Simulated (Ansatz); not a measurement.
`[NH2][Ge][F]` + H₂O → `[NH2][Ge][OH]` + H–F at 600 K and 1 bar (formal hydrolysis of a Ge–F bond).

Computed with Ansatz on PBE0-D4/def2-TZVP structures; ΔE is electronic, products minus reactants. CCSD(T)/CBS is the MP2 limit (def2-TZVPP, def2-QZVPP) plus CCSD(T) − MP2 in def2-TZVPP, frozen cores. This one scheme is used for every species. For Ge outer-core shells are correlated without core-valence functions, which leaves a few kJ/mol of doubt a bond. Scalar relativity is left out up to krypton. Each species was taken in one conformer, which may not be the lowest.

```tsv
species	CCSD(T)/CBS energy (Eh)	H − E (kJ/mol)	S (J/(mol·K))
`[NH2][Ge][F]`	-2231.86581	107.5	335.1
H₂O	-76.37941	76.8	212.8
`[NH2][Ge][OH]`	-2207.83457	142.2	350.7
H–F	-100.39570	42.3	194.0
```

H − E and S are ideal-gas, rigid-rotor, harmonic terms from PBE0-D4/def2-TZVP, for one conformer and one mirror image of each species. 1 Eh = 2625.50 kJ/mol, R = 8.31446 J/(mol·K).

By hand: ΔE, ΔH, ΔS and ΔG.

ΔE = (-2207.83457) + (-100.39570) − (-2231.86581) − (-76.37941) = 0.01495 Eh = 39.3 kJ/mol. Δ(H − E) = 142.2 + 42.3 − 107.5 − 76.8 = 0.2, so ΔH = 39.5 kJ/mol. ΔS = 350.7 + 194.0 − 335.1 − 212.8 = -3.2 J/(mol·K). ΔG = 39.5 − 600 × (-3.2)/1000 = 41.4 kJ/mol.

By hand: the equilibrium constant, and the temperature at which ΔG would vanish if ΔH and ΔS stayed fixed.

log₁₀ K = −ΔG/(RT ln 10) = -3.6. ΔH and −TΔS have one sign here, so there is no such temperature. One of them is within its doubt of zero, so this could turn.

The number of gas molecules stays the same, so ΔS is small and ΔH decides. A doubt of 5 kJ/mol in ΔE shifts log₁₀ K by 0.4 here. Other conformers and mirror images would add mixing entropy, several J/(mol·K) or more a flexible species. These are equilibria of isolated gas molecules and say nothing of rates. Largest T1 diagnostic: 0.014 (customary marks: 0.02 for closed shells, 0.045 for open ones).
